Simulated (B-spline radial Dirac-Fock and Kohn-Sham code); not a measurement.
**How the settings move the core levels of Be**

ΔSCF core binding energies without Breit or QED terms, calculated with an atomic code on a B-spline grid. Keys: rel is the Hamiltonian (dirac, or spin-free x2c and nr, where L3 and M5 stand for the whole 2p and 3d shells), method is hf or an exchange,correlation pair (spin-unpolarised, also for the hole states), nuc the nuclear model, radius_factor scales its radius, rmax is the box in bohr, h the logarithmic mesh step, order the B-spline order, points the quadrature points per cell, c_factor scales the speed of light, and damp, ndamp, maxit and tol steer the iteration. The run stops when the commutator error falls below 10·tol·max(1, Z/10), or the numerical noise floor, and the energy has settled to about 1e-8 Ha; the virial ratio is −V/T.

Base input:

```json
{"items": [{"Z": 4, "q": 0, "cfg": [[1, 0, 2], [2, 0, 2]], "A": 9, "rrms": 2.519, "do": "settings", "holes": ["K", "L3", "M5"],
  "settings": [{"rel": "dirac", "method": "hf", "nuc": "fermi", "radius_factor": 1.0, "rmax": 45.0, "h": 0.3, "order": 8, "points": 10, "c_factor": 1.0, "maxit": 60, "damp": 0.5, "ndamp": 3, "tol": 1e-08}]}]}
```

The ground state converged in 9 iterations, with total energy -14.57589 Ha, virial ratio 1.99961 and highest orbital energy -8.42 eV. ΔSCF binding energies: K (1s) 123.4 eV. Holes are computed only in closed shells, and unreliable hole states are left out.

Changes from the base run:

```
                             changed setting  Δ total energy (Ha)  Δ K (eV)  iterations
                               nuc = "gauss"              0.00000      0.00           9
                                     h = 0.4              0.00000      0.00           9
                                    h = 0.22              0.00000      0.00           9
        rel = "nr"; rmax = 25.0; tol = 1e-06             +0.00287     -0.02           8
    method = "lda,"; order = 9; tol = 0.0001             +0.34979     +1.57           8
                             method = "lda,"                    ?         ?           ?
          rel = "nr"; rmax = 60.0; order = 9             +0.00287     -0.02           9
                                 tol = 1e-06              0.00000      0.00           8
nuc = "gauss"; c_factor = 100.0; tol = 1e-06             +0.00287     -0.02           8
                              nuc = "sphere"              0.00000      0.00           9
                         radius_factor = 0.5              0.00000      0.00           9
                                  damp = 0.0              0.00000      0.00           8
                                   order = 9              0.00000      0.00           9
```

Q: What does the change method = "lda," do?

A: The total energy moves by +0.34979 Ha and the binding energies by K +1.57 eV; the run takes 8 iterations.
